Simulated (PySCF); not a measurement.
**Computed properties of C₄H₇NSi, SMILES C#CC(=C)[SiH2]N**

C₄H₇NSi, SMILES [SiH2](C(=C)C#C)N. The structure is a stationary point at B3LYP-D3(BJ)/def2-SVP. This is a generated structure with no PubChem entry under its InChIKey; it may be hypothetical. The values are those of a single conformer. All values are computed for the isolated molecule unless a solvent is named; none is compared with measurement here.

**Structure.** All 33 harmonic modes at B3LYP-D3(BJ)/def2-SVP (PySCF) are real, so it is a minimum. With heavy atoms numbered as in [CH:1]#[C:2][C:3](=[CH2:4])[SiH2:5][NH2:6], the shortest bond between them is C1–C2 at 1.216 Å and the longest C3–Si5 at 1.901 Å.

**Vibrations.** The strongest infrared lines (harmonic, unscaled, degenerate partners summed) lie at 907 cm⁻¹ (210 km/mol, H 79 %, Si 13 %), 429 cm⁻¹ (173 km/mol, H 65 %, N 24 %, C 9 %), 915 cm⁻¹ (137 km/mol, H 85 %). The softest mode is at 54 cm⁻¹ and the zero-point energy is 59.4 kcal/mol.

**Electronic structure.** r2SCAN/def2-TZVP (PySCF) places the frontier levels at -6.25 and -1.97 eV, a gap of 4.28 eV, and gives a dipole moment of 1.19 D and a mean polarisability of 82.3 bohr³. PBE/def2-TZVP (PySCF) at the same geometry gives -5.99 and -2.12 eV, so its gap is 0.41 eV narrower. An orbital gap is neither the optical nor the fundamental gap.

**Excitations.** TDA-M06-2X/def2-SVPD (PySCF) has S1 at 4.87 eV (254 nm, f = 0.001, dark); the most intense of the 10 singlets computed lies at 5.88 eV (f = 0.22). T1 (TDA) is at 3.67 eV, 1.20 eV under S1. TDA-PBE/def2-SVPD (PySCF) puts S1 at 4.01 eV. No vertical singlet excitation falls in the visible range (under 3.1 eV).

**NMR.** GIAO shifts at HF/pcSseg-1 (PySCF) (non-relativistic, atoms alike by connectivity averaged): ¹³C from 78.0 to 152.6 ppm against TMS; ¹H from 1.0 to 6.6 ppm against TMS; ²⁹Si at -28.9 ppm against TMS.

**Solvation.** SMD-M06-2X/6-31G* (PySCF) gives -1.1 kcal/mol in water, -3.4 kcal/mol in 1-octanol, -2.6 kcal/mol in toluene (1 M in both phases, gas-phase geometry); of these solvents 1-octanol holds the molecule best.
